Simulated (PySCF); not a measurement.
## Where the electron goes

C6H15O4P.
Geometry (PBE0-D3(BJ)/def2-SVP, Å), atoms numbered from 1 in this order:
```xyz
26
C6H15O4P angstrom
C     -2.824   -2.347    1.124
C     -2.198   -0.985    0.967
O     -1.009   -1.115    0.187
P      0.106    0.029    0.269
O      0.475    0.484    1.628
O      1.293   -0.592   -0.604
C      2.248   -1.455    0.017
C      3.599   -1.215   -0.605
O     -0.493    1.148   -0.705
C      0.060    2.465   -0.698
C     -1.019    3.446   -1.079
H     -2.140   -3.028    1.652
H     -3.057   -2.783    0.142
H     -3.756   -2.272    1.703
H     -2.882   -0.289    0.452
H     -1.941   -0.546    1.946
H      1.916   -2.496   -0.131
H      2.269   -1.250    1.100
H      3.567   -1.392   -1.690
H      3.925   -0.179   -0.432
H      4.346   -1.893   -0.165
H      0.463    2.682    0.305
H      0.897    2.494   -1.416
H     -1.840    3.420   -0.348
H     -0.611    4.468   -1.107
H     -1.430    3.209   -2.071
```

Computed, not measured: TDDFT CAM-B3LYP/def2-SVPD, vertical, gas phase, core orbitals frozen in the response (PySCF).

Frontier orbitals with the atoms that hold most of them (Löwdin shares over 4%, at most four atoms; ? is withheld):

| orbital | ε (eV) | atoms |
| --- | --- | --- |
| LUMO+2 | 1.59 | C1 16%, C11 14%, H25 7%, H12 6% |
| LUMO+1 | 1.57 | C8 20%, H21 8%, C11 6%, C7 6% |
| LUMO | ? | C11 8%, C10 8%, C2 7%, C8 7% |
| HOMO | -9.81 | ? |
| HOMO-1 | -9.86 | ? |
| HOMO-2 | -10.29 | O9 18%, O6 18%, O3 17%, C10 6% |
| HOMO-3 | -10.60 | O5 19%, O3 14%, O9 12%, C2 11% |

(1) Give the leading atoms of the HOMO.

(2) Which atoms hold the HOMO-1, and with what shares?

(3) What is the LUMO energy, and the HOMO–LUMO gap?

## Answers

(1) O5 (bonded to P) 50%; O3 (bonded to C and P) 18%; O6 (bonded to C and P) 12%; P4 (bonded to 4 O) 5%. By element: oxygen 80% or more, phosphorus 5%.

(2) O5 (bonded to P) 51%; O9 (bonded to C and P) 19%; O6 (bonded to C and P) 9%; P4 (bonded to 4 O) 5%. By element: oxygen 79% or more, phosphorus 5%.

(3) ε(LUMO) = 1.22 eV; the gap is 11.03 eV (0.4054 hartree).

Problem. The HOMO–LUMO gap is 11.03 eV. Where does the response calculation put the lowest singlet, and from which orbitals?

Solution. S1 is at 8.17 eV (f = 0.043), 2.86 eV below the gap, made of HOMO→LUMO (69%), HOMO→LUMO+4 (8%). 

Next come S2 at 8.21 eV (f 0.045), HOMO-1→LUMO (70%), HOMO-1→LUMO+5 (9%), HOMO-1→LUMO+4 (8%); S3 at 8.59 eV (f 0.0002), HOMO-2→LUMO (57%), HOMO→LUMO+1 (12%), HOMO-1→LUMO+2 (9%); S4 at 8.75 eV (f 0.023), HOMO-3→LUMO (38%), HOMO-2→LUMO+2 (10%), HOMO-1→LUMO+1 (8%); S5 at 8.79 eV (f 0.028), HOMO-4→LUMO (35%), HOMO-2→LUMO+1 (11%), HOMO→LUMO+1 (9%).

Hardware: an Arm Neoverse V2 with one thread, shared host. Cost: 4.6 min, 2.2 GiB resident at most.

One conformer stands for the species.
